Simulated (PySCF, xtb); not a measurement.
B(Cl)(GeH3)(OH) (BClGeH4O), SMILES [GeH3][B](Cl)O. Other conformers were not sampled.

Harmonic wavenumbers (cm⁻¹) from GFN2-xTB run with xtb 6.7.1 at its own minimum, in rising order: 41, 124, 257, 263, 417, 470, 511, 675, 725, 821, 886, 903, 993, 1282, 2034, 2095, 2112, 3523.

Problem. What does B3LYP-D3(BJ)/def2-SVP in PySCF give at its own minimum? (The exact figures need the calculation; the answer reports its results.)

Solution. 52, 148, 271, 314, 449, 517, 574, 648, 795, 829, 890, 890, 1104, 1381, 2119, 2119, 2128, 3775. Paired by order, the mean absolute difference is 53 cm⁻¹ and the zero-point energies are 25.9 and 27.2 kcal/mol.
